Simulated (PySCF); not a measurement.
Radial density of O⁺ (oxygen, charge +1)

PBEsol, [He] 2s1 2p4, high-spin 4P determinant (an excited configuration). Calculation: PySCF 2.14, in aug-cc-pwCVDZ; the non-relativistic Hamiltonian (point nucleus).

| r (bohr) | 4πr²ρ (e/bohr) | 4πr²(ρα − ρβ) |
| --- | --- | --- |
| 0.00418 | 0.06207 | 0.0017 |
| 0.00704 | 0.1686 | 0.0046 |
| 0.0118 | 0.4402 | 0.0121 |
| 0.0199 | 1.097 | 0.0301 |
| 0.0335 | 2.500 | 0.0683 |
| 0.0563 | 4.940 | 0.1337 |
| 0.0947 | 7.665 | 0.2039 |
| 0.159 | 8.110 | 0.2432 |
| 0.268 | 5.090 | 0.4566 |
| 0.451 | 3.274 | 1.4774 |
| 0.758 | 4.286 | 2.7161 |
| 1.28 | 2.897 | 1.7674 |
| 2.15 | 0.5500 | 0.2701 |
| 3.61 | 0.02448 | 0.0066 |
| 6.07 | 4.149e-05 | 0.0000 |
